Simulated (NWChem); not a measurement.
Everything below was run with NWChem. System: H$_{2}$BI, charge 1, spin multiplicity 2, at the geometry of a parent with another charge or spin, in a state set for the comparison that need not be this species' ground state. Its SCF solution wasn't tested for a lower state. Level: UPBE0/def2-QZVP with def2 effective core potentials on I.

The NWChem input:

```
start mol
memory heap 200 mb stack 900 mb global 1100 mb
charge 1
geometry units angstroms nocenter noautoz
  B      0.000000     0.000000    -1.855482
  H     -1.060295     0.000000    -2.414508
  H      1.060295     0.000000    -2.414508
  I      0.000000     0.000000     0.266159
  symmetry group C2v
end
basis spherical
  * library def2-qzvp
end
ecp
  I library def2-ecp
end
dft
  xc pbe0
  odft
  mult 2
  semidirect memsize 60000000 filesize 0
  iterations 100
end
task dft energy
```

Output (cleaned and shortened):

```
             Northwest Computational Chemistry Package (NWChem) 7.3.0
             --------------------------------------------------------

                                NWChem Input Module
                                -------------------

 Scaling coordinates for geometry "geometry" by  1.889725989
 (inverse scale =  0.529177249)

 Turning off AUTOSYM since
 SYMMETRY directive was detected!

                             Geometry "geometry" -> ""
                             -------------------------

 Output coordinates in angstroms (scale by  1.889725989 to convert to a.u.)

  No.       Tag          Charge          X              Y              Z
 ---- ---------------- ---------- -------------- -------------- --------------
    1 B                    5.0000     0.00000000     0.00000000    -1.85548200
    2 H                    1.0000    -1.06029500     0.00000000    -2.41450800
    3 H                    1.0000     1.06029500     0.00000000    -2.41450800
    4 I                   53.0000     0.00000000     0.00000000     0.26615900

 Effective nuclear repulsion energy (a.u.)      90.2184912561

            Nuclear Dipole moment (a.u.)
            ----------------------------
        X                 Y               Z
 ---------------- ---------------- ----------------
     0.0000000000     0.0000000000     0.0000018897

      Symmetry information
      --------------------

 Group name             C2v
 Group number             16
 Group order               4
 No. of unique centers     3

      Symmetry unique atoms

     1    2    4


 Summary of "ao basis" -> "" (spherical)
 ------------------------------------------------------------------------------
       Tag                 Description            Shells   Functions and Types
 ---------------- ------------------------------  ------  ---------------------
 *                         def2-qzvp                  on all atoms

                                 NWChem DFT Module
                                 -----------------

 Summary of "ao basis" -> "ao basis" (spherical)
 ------------------------------------------------------------------------------
[...]
   alpha    101    102    103    104    105    106    107    108    109    110
    beta    101    102    103    104    105    106    107    108    109    110
 overlap   1.000  1.000  0.996  0.994  1.000  0.997  0.994  0.998  1.000  1.000

   alpha    111    112    113    114    115    116    117    118    119    120
    beta    111    112    113    114    115    116    117    118    119    120
 overlap   0.997  0.997  1.000  0.997  1.000  0.999  1.000  0.995  0.997  0.996

   alpha    121    122    123    124    125    126    127    128    129    130
    beta    121    122    123    124    125    126    127    128    129    130
 overlap   0.986  0.970  0.986  0.972  1.000  0.993  1.000  0.993  1.000  1.000

   alpha    131    132    133    134    135    136    137    138    139    140
    beta    131    132    133    134    135    136    137    138    139    140
 overlap   1.000  1.000  1.000  1.000  1.000  1.000  1.000  1.000  1.000  1.000

   alpha    141    142    143    144    145    146    147    148    149    150
    beta    141    142    143    144    145    146    147    148    149    150
 overlap   1.000  1.000  1.000  1.000  1.000  1.000  1.000  1.000  1.000  1.000

   alpha    151    152    153    154    155    156    157    158    159    160
    beta    151    152    153    154    155    156    157    158    159    160
 overlap   1.000  1.000  1.000  1.000  1.000  1.000  1.000  1.000  1.000  1.000

   alpha    161    162    163    164    165    166    167    168    169    170
    beta    161    162    163    164    165    166    167    168    169    170
 overlap   1.000  1.000  1.000  0.999  0.999  1.000  1.000  1.000  1.000  1.000

   alpha    171    172    173    174    175    176    177    178    179    180
    beta    171    172    173    174    175    176    177    178    179    180
 overlap   1.000  1.000  1.000  1.000  1.000  1.000  1.000  1.000  1.000  1.000

   alpha    181    182    183    184    185    186    187    188    189    190
    beta    181    182    183    184    185    186    187    188    189    190
 overlap   1.000  1.000  1.000  1.000  1.000  1.000  1.000  1.000  1.000  1.000

   alpha    191    192    193    194    195    196    197    198    199
    beta    191    192    193    194    195    196    197    198    199
 overlap   1.000  1.000  1.000  1.000  1.000  1.000  1.000  1.000  1.000

     --------------------------
     Expectation value of S2:
     --------------------------
      <S2> =      0.7547 (Exact =     0.7500)

 center of mass
 --------------
 x =   0.00000000 y =   0.00000000 z =   0.11454207

 moments of inertia (a.u.)
 ------------------
         207.584396679222           0.000000000000           0.000000000000
           0.000000000000         215.676589475456           0.000000000000
           0.000000000000           0.000000000000           8.092192796234

     Multipole analysis of the density
     ---------------------------------

     L   x y z        total         alpha         beta         nuclear
     -   - - -        -----         -----         ----         -------
     0   0 0 0      1.000000    -16.000000    -15.000000     32.000000

     1   1 0 0     -0.000000     -0.000000     -0.000000      0.000000
     1   0 1 0     -0.000000     -0.000000     -0.000000      0.000000
     1   0 0 1     -0.807684      6.602329      6.673077    -14.083090

     2   2 0 0    -20.539692    -16.294032    -12.275023      8.029363
     2   1 1 0     -0.000000     -0.000000      0.000000      0.000000
     2   1 0 1      0.000000      0.000000     -0.000000      0.000000
     2   0 2 0    -22.130791    -11.543429    -10.587362      0.000000
     2   0 1 1      0.000000      0.000000     -0.000000      0.000000
     2   0 0 2    -15.482919    -64.211179    -60.706221    109.434481

 Task  times  cpu:       38.3s     wall:       38.3s

 Total times  cpu:       38.4s     wall:       38.4s
```
